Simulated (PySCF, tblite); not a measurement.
Compound: C₆H₁₄OSi₂.
SMILES with atom numbers: `[SiH3:1][CH2:2][CH2:3][SiH2:4][O:5][C@:6]12[CH2:7][C@H:8]1[CH2:9]2` (hydrogens: H10, H11, H12 on Si1; H13, H14 on C2; H15, H16 on C3; H17, H18 on Si4; H19, H20 on C7; H21 on C8; H22, H23 on C9)

Geometry (GFN2-xTB, Å), atoms numbered from 1 in this order:
```
atom  x, y, z in Å
Si1   -4.4442    0.1157    0.6467
C2    -2.7714   -0.7254    0.3193
C3    -1.6195    0.2705    0.2062
Si4    0.0211   -0.6106   -0.1155
O5     1.0864    0.6169   -0.2232
C6     2.4241    0.5645   -0.3693
C7     3.3117   -0.3687   -1.1236
C8     3.5398   -0.1243    0.3413
C9     3.4956    1.3775    0.2751
H10   -4.3728    0.8714    1.9000
H11   -5.4929   -0.9021    0.7451
H12   -4.7544    1.0354   -0.4508
H13   -2.5503   -1.4356    1.1182
H14   -2.8246   -1.3150   -0.5978
H15   -1.5628    0.8592    1.1237
H16   -1.8321    0.9790   -0.5964
H17   -0.0055   -1.3822   -1.3644
H18    0.3859   -1.5249    0.9756
H19    2.8857   -1.3223   -1.4092
H20    4.0181    0.0327   -1.8431
H21    3.6111   -0.7950    1.1683
H22    4.2124    1.8998   -0.3507
H23    3.2339    1.9104    1.1804
```

The calculation used PBE0/pcSseg-1 in PySCF (dipole) on a GFN2-xTB geometry, gas phase.

Masses are those of the commonest isotopes; rigid-rotor values at the optimised geometry. The values belong to one conformer with, in the numbering `[SiH3:1][CH2:2][CH2:3][SiH2:4][O:5][C@:6]12[CH2:7][C@H:8]1[CH2:9]2`, Si1–C2–C3–Si4 180°, C2–C3–Si4–O5 179°, C3–Si4–O5–C6 176°, Si4–O5–C6–C7 36°.

(1) Give the principal moments of inertia and the rotational constants in MHz.

(2) What kind of rotor is it?

(3) Is it planar, by Δ = Ic − Ia − Ib?

(4) Where do the levels up to J = 4 lie, in MHz?

(5) Which types of transition are allowed, and where do some lines up to J = 3 fall?

(6) Estimate the classical rotational partition function at 10 K, 298.15 K and 500 K.

## Answers

(1) Ia = 106.15, Ib = 1401.99, Ic = 1450.18 u·Å²; 505379 MHz·u·Å²/I gives A = 4761, B = 360.5, C = 348.5 MHz.

(2) A near-prolate asymmetric top. Ray's parameter κ = (2B − A − C)/(A − C) = -0.995; −1 is the prolate and +1 the oblate limit.

(3) Not planar: Δ = Ic − Ia − Ib = -57.95 u·Å². For a rigid frame Δ = −2 Σ m c², so Σ m c² = 28.98 u·Å² lies off the ab plane: 14.81 from hydrogen and 14.16 from heavier atoms. The atom farthest from that plane is 1.79 Å away.

(4) Above 0(0,0):
J = 1: 1(0,1) 709, 1(1,1) 5110, 1(1,0) 5122
J = 2: 2(0,2) 2127, 2(1,2) 6516, 2(1,1) 6552, 2(2,1) 19754, 2(2,0) 19754
J = 3: 3(0,3) 4254, 3(1,3) 8625, 3(1,2) 8696, 3(2,2) 21881, 3(2,1) 21881, 3(3,1) 43914, 3(3,0) 43914
J = 4: 4(0,4) 7089, 4(1,4) 11436, 4(1,3) 11556, 4(2,3) 24716, 4(2,2) 24717, 4(3,2) 46750, 4(3,1) 46750, 4(4,1) 77597, 4(4,0) 77597

(5) The dipole components are |μa| = 0.19 D, |μb| = 0.64 D, |μc| = 0.63 D. The squared components, which scale the intensities, stand as 0.09 : 1.00 : 0.97 (a : b : c). Some lines, for components of 0.1 D or more:

```json
{"type": "a", "branch": "R", "J(Ka,Kc)": "1(0,1) ← 0(0,0)", "MHz": "709", "lower level (cm⁻¹)": "0.000"}
{"type": "a", "branch": "R", "J(Ka,Kc)": "2(1,2) ← 1(1,1)", "MHz": "1406", "lower level (cm⁻¹)": "0.170"}
{"type": "a", "branch": "R", "J(Ka,Kc)": "2(1,1) ← 1(1,0)", "MHz": "1430", "lower level (cm⁻¹)": "0.171"}
{"type": "a", "branch": "R", "J(Ka,Kc)": "3(2,2) ← 2(2,1)", "MHz": "2127", "lower level (cm⁻¹)": "0.659"}
{"type": "a", "branch": "R", "J(Ka,Kc)": "3(2,1) ← 2(2,0)", "MHz": "2127", "lower level (cm⁻¹)": "0.659"}
{"type": "c", "branch": "Q", "J(Ka,Kc)": "3(1,3) ← 3(0,3)", "MHz": "4371", "lower level (cm⁻¹)": "0.142"}
{"type": "c", "branch": "Q", "J(Ka,Kc)": "2(1,2) ← 2(0,2)", "MHz": "4389", "lower level (cm⁻¹)": "0.071"}
{"type": "c", "branch": "Q", "J(Ka,Kc)": "1(1,1) ← 1(0,1)", "MHz": "4401", "lower level (cm⁻¹)": "0.024"}
{"type": "b", "branch": "Q", "J(Ka,Kc)": "3(1,2) ← 3(0,3)", "MHz": "4443", "lower level (cm⁻¹)": "0.142"}
{"type": "c", "branch": "R", "J(Ka,Kc)": "1(1,0) ← 0(0,0)", "MHz": "5122", "lower level (cm⁻¹)": "0.000"}
{"type": "b", "branch": "R", "J(Ka,Kc)": "2(1,2) ← 1(0,1)", "MHz": "5807", "lower level (cm⁻¹)": "0.024"}
{"type": "c", "branch": "R", "J(Ka,Kc)": "2(1,1) ← 1(0,1)", "MHz": "5843", "lower level (cm⁻¹)": "0.024"}
{"type": "c", "branch": "R", "J(Ka,Kc)": "3(1,2) ← 2(0,2)", "MHz": "6570", "lower level (cm⁻¹)": "0.071"}
{"type": "c", "branch": "Q", "J(Ka,Kc)": "3(2,2) ← 3(1,2)", "MHz": "13184", "lower level (cm⁻¹)": "0.290"}
{"type": "c", "branch": "Q", "J(Ka,Kc)": "2(2,1) ← 2(1,1)", "MHz": "13202", "lower level (cm⁻¹)": "0.219"}
{"type": "b", "branch": "Q", "J(Ka,Kc)": "2(2,0) ← 2(1,1)", "MHz": "13202", "lower level (cm⁻¹)": "0.219"}
{"type": "b", "branch": "Q", "J(Ka,Kc)": "3(2,2) ← 3(1,3)", "MHz": "13256", "lower level (cm⁻¹)": "0.288"}
{"type": "b", "branch": "R", "J(Ka,Kc)": "2(2,0) ← 1(1,1)", "MHz": "14644", "lower level (cm⁻¹)": "0.170"}
{"type": "b", "branch": "R", "J(Ka,Kc)": "3(2,2) ← 2(1,1)", "MHz": "15329", "lower level (cm⁻¹)": "0.219"}
{"type": "c", "branch": "R", "J(Ka,Kc)": "3(2,1) ← 2(1,1)", "MHz": "15329", "lower level (cm⁻¹)": "0.219"}
{"type": "b", "branch": "R", "J(Ka,Kc)": "3(2,1) ← 2(1,2)", "MHz": "15365", "lower level (cm⁻¹)": "0.217"}
{"type": "b", "branch": "Q", "J(Ka,Kc)": "3(3,0) ← 3(2,1)", "MHz": "22033", "lower level (cm⁻¹)": "0.730"}
{"type": "b", "branch": "Q", "J(Ka,Kc)": "3(3,1) ← 3(2,2)", "MHz": "22034", "lower level (cm⁻¹)": "0.730"}
{"type": "c", "branch": "R", "J(Ka,Kc)": "3(3,1) ← 2(2,1)", "MHz": "24160", "lower level (cm⁻¹)": "0.659"}
```

(6) Point group C1, symmetry number σ = 1; q = (√π/σ)·√((kT/h)³/(ABC)), k/h = 20836.6 MHz/K: 6890 at 10 K, 1120000 at 298.15 K, 2440000 at 500 K.

Its GFN2-xTB frequencies are all real (lowest 26 cm⁻¹). No vibrational averaging or centrifugal distortion is included, and the geometry carries the error of its method. A rigid rotor knows nothing of internal rotation, which can split or shift real lines.

The run took 55 s of wall time (with the writing of density and orbital grids) on one thread of an Arm Neoverse V2, no GPU, shared host with 32 logical CPUs at a one-minute load of 14, and the process peaked at 1.1 GiB of memory. This is the PBE0/pcSseg-1 job that gave the dipole, with the shieldings it also computed.
